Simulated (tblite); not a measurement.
Input of a run (GFN2-xTB geometry optimisation, gas phase (tblite 0.8.0)), started from a force field or distance geometry:
```
{"job": {"kind": "relax", "xc": "GFN2-xTB", "basis": "xTB"}, "charge": 0, "multiplicity": 2}
C     -3.418300     0.961700     0.355700
C     -2.356600     0.026000    -0.092400
Si    -0.634700     0.412700     0.568100
Si     0.834900    -1.141900    -0.294600
O      0.465700    -2.687900     0.227900
S      2.837400    -0.824100     0.391000
C      3.350700     0.680700    -0.477300
H     -3.663900     1.844600    -0.232000
H     -3.965300     0.785600     1.280400
H     -2.337200     0.011600    -1.174100
H     -2.638400    -0.991500     0.229000
H     -0.640400     0.389700     2.057400
H     -0.236300     1.782900     0.136500
H      0.842700    -1.119200    -1.770600
H      1.151100    -3.097600     0.765700
H      2.719300     1.526500    -0.173700
H      4.385800     0.915000    -0.205100
H      3.294700     0.531400    -1.556800
```

Output (eV, eV/Å):
```
step      E/eV     max force
  0    -619.56792    1.826
  1    -619.66358    0.771
  2    -619.69363    0.374
  3    -619.70002    0.307
  4    -619.71280    0.274
  5    -619.72120    0.303
  6    -619.72936    0.220
  7    -619.73403    0.149
  8    -619.73853    0.186
  9    -619.74420    0.237
 10    -619.75103    0.267
 11    -619.75597    0.189
 12    -619.75905    0.123
 13    -619.76185    0.148
 14    -619.76481    0.202
 15    -619.76782    0.191
 16    -619.77049    0.108
 17    -619.77275    0.112
 18    -619.77485    0.134
 19    -619.77752    0.219
 20    -619.78027    0.216
 21    -619.78282    0.149
 22    -619.78463    0.192
 23    -619.78658    0.152
 24    -619.78760    0.066
 25    -619.78818    0.064
 26    -619.78871    0.060
 27    -619.78923    0.073
 28    -619.78965    0.049
 29    -619.79004    0.055
 30    -619.79047    0.063
 31    -619.79090    0.063
 32    -619.79120    0.055
 33    -619.79138    0.028
 34    -619.79152    0.038
 35    -619.79176    0.044
 36    -619.79206    0.055
 37    -619.79239    0.051
 38    -619.79270    0.043
 39    -619.79298    0.050
 40    -619.79324    0.048
 41    -619.79343    0.041
 42    -619.79353    0.018
 43    -619.79358    0.018
 44    -619.79365    0.023
 45    -619.79374    0.032
 46    -619.79386    0.031
 47    -619.79398    0.027
 48    -619.79409    0.026
 49    -619.79421    0.026
 50    -619.79435    0.033
 51    -619.79452    0.030
 52    -619.79466    0.028
 53    -619.79476    0.020
 54    -619.79483    0.028
 55    -619.79491    0.031
 56    -619.79500    0.024
 57    -619.79508    0.017
 58    -619.79512    0.013
 59    -619.79516    0.019
 60    -619.79522    0.024
 61    -619.79529    0.023
 62    -619.79536    0.015
 63    -619.79540    0.013
 64    -619.79543    0.012
 65    -619.79547    0.017
 66    -619.79556    0.029
 67    -619.79569    0.035
 68    -619.79583    0.026
 69    -619.79591    0.019
 70    -619.79595    0.019
 71    -619.79600    0.018
 72    -619.79607    0.024
 73    -619.79616    0.021
 74    -619.79623    0.018
 75    -619.79629    0.018
 76    -619.79636    0.021
 77    -619.79643    0.024
 78    -619.79648    0.018
 79    -619.79653    0.017
 80    -619.79657    0.019
 81    -619.79664    0.025
 82    -619.79674    0.027
 83    -619.79683    0.024
 84    -619.79689    0.019
 85    -619.79693    0.017
 86    -619.79696    0.017
 87    -619.79702    0.021
 88    -619.79709    0.019
 89    -619.79715    0.015
 90    -619.79718    0.014
 91    -619.79721    0.017
 92    -619.79723    0.018
 93    -619.79726    0.014
 94    -619.79729    0.011
 95    -619.79731    0.009
```

Summarise the run.

The energy falls by 22.1 kJ/mol over 95 L-BFGS steps, the largest force on an atom goes from 1.83 to 0.009 eV/Å, and the atoms move by 0.196 Å rms after alignment. The bond that changes most is C2–Si3 (ends: carbon bonded to C, Si and 2 H; silicon bonded to C, Si and 2 H), which lengthens by 0.063 Å. Bonds longer at the end by more than 0.005 Å: 3 of 17; shorter: 12. Among the angles that change most is Si3–Si4–H14, from 111.5° to 119.9°. Among the dihedrals that turn most is H14–Si4–O5–H15, from 120° to 77°. The energy never rose by more than 1e-5 eV on the way. The first step brought 42 % of the lowering.

What are the final bond lengths?

C1–C2 1.446 Å, C2–Si3 1.947 Å, Si3–Si4 2.309 Å, Si4–O5 1.623 Å, Si4–S6 2.165 Å, S6–C7 1.815 Å, C1–H8 1.072 Å, C1–H9 1.072 Å, C2–H10 1.089 Å, C2–H11 1.088 Å, Si3–H12 1.470 Å, Si3–H13 1.475 Å, Si4–H14 1.471 Å, O5–H15 0.955 Å, C7–H16 1.086 Å, C7–H17 1.085 Å, C7–H18 1.086 Å. Numbering counts from 1 in the input's order; the species is `[CH2]C[SiH2][Si@H](O)SC` [radical].

Its GFN2-xTB frequencies are all real (lowest 18 cm⁻¹). 3 starts were optimised and ended at 0.00, 2.43 and -34.56 kcal/mol (GFN2-xTB); the lowest of these is shown.

One conformer stands for the species.

All values are computed, not measured.
